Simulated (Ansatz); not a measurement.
Geometry optimisation, RKS CAM-B3LYP-D4/def2-SVP (Ansatz 0.2.0).

The input (input.yaml):

```yaml
crystal:
  periodic: [false, false, false]
  atoms:
    - { symbol: Si, position_ang: [-0.9053, 0.5834, -0.4485] }
    - { symbol: O, position_ang: [1.013, 0.7506, 0.3076] }
    - { symbol: F, position_ang: [-0.4589, 1.8311, -1.366] }
    - { symbol: F, position_ang: [-1.4264, 1.1837, 0.9517] }
    - { symbol: H, position_ang: [-2.1418, 0.274, -1.1595] }
    - { symbol: H, position_ang: [0.9491, -0.4528, 0.708] }
    - { symbol: As, position_ang: [-0.1386, -1.9513, 0.002] }
    - { symbol: H, position_ang: [1.2326, 1.4517, 0.9252] }
    - { symbol: H, position_ang: [0.9265, -1.7903, 1.1128] }
    - { symbol: H, position_ang: [0.9497, -1.88, -1.0331] }
basis:
  gaussian: { orbitals: def2-SVP }
hamiltonian:
  xc: cam_b3lyp
  dispersion: d4
relax:
  f_tol: 0.15
  max_steps: 25
  restrain:
    - { distance: [0, 6], at: 3.6, k: 30.0 }
    - { distance: [5, 1], at: 2.27, k: 30.0 }
    - { distance: [0, 1], at: 1.77, k: 30.0 }
    - { distance: [5, 6], at: 1.5, k: 30.0 }
```

Run as:

```bash
$ ansatz run input.yaml --threads 4 --pin off --max-ram 5120MiB --backend cpu --events-out ev --progress --plain --runs-dir out
```

Q: Where does it end, and by what steps?

A: The forces met the threshold. The restraints hold the end off the free minimum; the threshold counts their pulls, which the force column leaves out. Restrained pairs: Si1–As7 (2.69 → 3.61 Å), O2–H6 (1.27 → 2.28 Å), Si1–O2 (2.07 → 1.70 Å), H6–As7 (1.98 → 1.51 Å). After 18 steps the energy has fallen by 2.666 eV (the restraints' own energy left out); H5 moved furthest, 1.24 Å.

| step | energy less start (eV) | largest force component (eV/Å) | accepted |
| --- | --- | --- | --- |
| 0 | 0.0000 | 4.054 | yes |
| 1 | 1.0408 | 3.207 | yes |
| 2 | 1.4724 | 3.224 | yes |
| 3 | 1.0737 | 2.655 | yes |
| 4 | 0.1440 | 3.094 | yes |
| 5 | -0.8682 | 1.635 | yes |
| 6 | -1.6300 | 1.709 | yes |
| 7 | -2.2140 | 1.714 | yes |
| 8 | -2.4763 | 1.853 | yes |
| 9 | -2.5468 | 2.009 | yes |
| 10 | -2.5748 | 2.019 | yes |
| 11 | -2.5921 | 1.972 | yes |
| 12 | -2.6237 | 1.904 | yes |
| 13 | -2.6445 | 1.954 | yes |
| 14 | -2.6374 | 1.759 | no |
| 15 | -2.6566 | 1.930 | yes |
| 16 | -2.6565 | 1.889 | no |
| 17 | -2.6613 | 1.916 | yes |
| 18 | -2.6656 | 1.891 | yes |

```xyz
10
Properties=species:S:1:pos:R:3
Si -0.776 1.257 -0.476
O 0.854 1.345 0.012
F -1.225 2.636 -1.159
F -1.709 1.081 0.817
H -0.932 0.158 -1.426
H 0.906 -0.860 0.577
As 0.073 -2.113 0.487
H 1.052 1.942 0.747
H 1.075 -2.944 1.273
H 0.682 -2.501 -0.853
```

Run time: 72 s on 4 threads of Arm Neoverse N1, on a shared host, peak memory 0.36 GiB.
